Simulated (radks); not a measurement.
Results of a calculation; reference values are marked as such.
All-electron atom: Sn2+ in [Kr] 4d10 5s2. Code: a radial shooting solver on a logarithmic mesh with Libxc functionals. Model: non-relativistic Kohn-Sham, LDA (Slater exchange, Perdew-Wang correlation), spin-polarised, spherical densities, point nucleus; relativity is left out, which matters for an element this heavy.

Radial electron density D(r) = 4 pi r^2 rho(r):

| r (bohr) | D(r) (e/bohr) |
|---|---|
| 0.001005 | 1.008 |
| 0.001161 | 1.323 |
| 0.00133 | 1.708 |
| 0.001536 | 2.231 |
| 0.001774 | 2.906 |
| 0.002032 | 3.717 |
| 0.002347 | 4.804 |
| 0.002689 | 6.094 |
| 0.003105 | 7.797 |
| 0.003586 | 9.912 |
| 0.004108 | 12.35 |
| 0.004745 | 15.46 |
| 0.00548 | 19.16 |
| 0.006278 | 23.23 |
| 0.00725 | 28.13 |
| 0.008373 | 33.56 |
| 0.009593 | 39.04 |
| 0.01108 | 44.98 |
| 0.01269 | 50.40 |
| 0.01466 | 55.52 |
| 0.01693 | 59.54 |
| 0.0194 | 61.92 |
| 0.0224 | 62.70 |
| 0.02587 | 61.70 |
| 0.02964 | 59.54 |
| 0.03423 | 56.85 |
| 0.03953 | 54.99 |
| 0.04529 | 55.18 |
| 0.0523 | 58.26 |
| 0.05992 | 63.83 |
| 0.0692 | 71.27 |
| 0.07992 | 77.93 |
| 0.09156 | 81.04 |
| 0.1057 | 79.33 |
| 0.1221 | 72.88 |
| 0.1399 | 65.01 |
| 0.1616 | 58.79 |
| 0.1851 | 57.66 |
| 0.2138 | 61.29 |
| 0.2469 | 65.97 |
| 0.2829 | 66.36 |
| 0.3267 | 59.34 |
| 0.3773 | 46.11 |
| 0.4323 | 32.75 |
| 0.4992 | 23.10 |
| 0.5765 | 20.21 |
| 0.6605 | 21.66 |
| 0.7628 | 23.47 |
| 0.874 | 22.72 |
| 1.009 | 18.99 |
| 1.166 | 13.85 |
| 1.335 | 9.338 |
| 1.542 | 5.819 |
| 1.781 | 3.613 |
| 2.041 | 2.358 |
| 2.357 | 1.505 |
| 2.722 | 0.9068 |
| 3.118 | 0.5027 |
| 3.601 | 0.2273 |
| 4.126 | 0.08811 |
| 4.765 | 0.02524 |
| 5.503 | 0.005405 |
| 6.305 | 0.0009316 |
| 7.281 | 0.0001007 |

D(r) has 4 maxima, at r = 0.0222, 0.0938, 0.267, 0.788 bohr, and minima at 0.0418, 0.178, 0.577 bohr, inside which lie 2.01, 11.31, 29.00 electrons.
